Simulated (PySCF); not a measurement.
Members of one family of related compounds. The calculation used TDDFT PBE0/def2-SVPD, vertical, gas phase, core orbitals frozen in the response (PySCF 2.14.0, density-fitted response routines). Geometries: GFN2-xTB; one conformer of each isolated species. Triplets are in the Tamm–Dancoff approximation. 'Strongest' means the level of largest summed f among the lowest 8 singlets; it needn't be the same kind of state in each.

Question: Rank by computed HOMO energy, lowest first.
A. `N#C[Si](N)(C#N)CF`
B. `N#C[Si](N)(C#N)C(F)(F)F`
C. `N#C[Si](N)(N)C#N`
D. `CN(C)[Si](N)(C#N)C#N`
E. `N#C[Si](N)(C#N)N[SiH3]`
F. `C#C[Si](N)(C#N)C#N`

Answer: B (-9.43 eV), A (-8.99 eV), F (-8.85 eV), C (-8.64 eV), E (-8.48 eV), D (-7.37 eV).

```
                 SMILES  HOMO (eV)  f (S1)  S1 (eV)  α (au)  strongest (eV)  S1 mainly
N#C[Si](N)(C#N)C(F)(F)F      -9.43   0.018     5.85    75.1            5.85  H→L (98%)
      N#C[Si](N)(C#N)CF      -8.99   0.026     5.93    73.6            7.13  H→L (98%)
     C#C[Si](N)(C#N)C#N      -8.85   0.034     5.70    81.1            5.70  H→L (92%)
       N#C[Si](N)(N)C#N      -8.64   0.018     6.04    68.5            6.44  H→L (97%)
 N#C[Si](N)(C#N)N[SiH3]      -8.48   0.012     5.78    92.6            6.22  H→L (97%)
   CN(C)[Si](N)(C#N)C#N      -7.37   0.005     4.96    93.0            5.45  H→L (97%)
```

H and L stand for HOMO and LUMO.
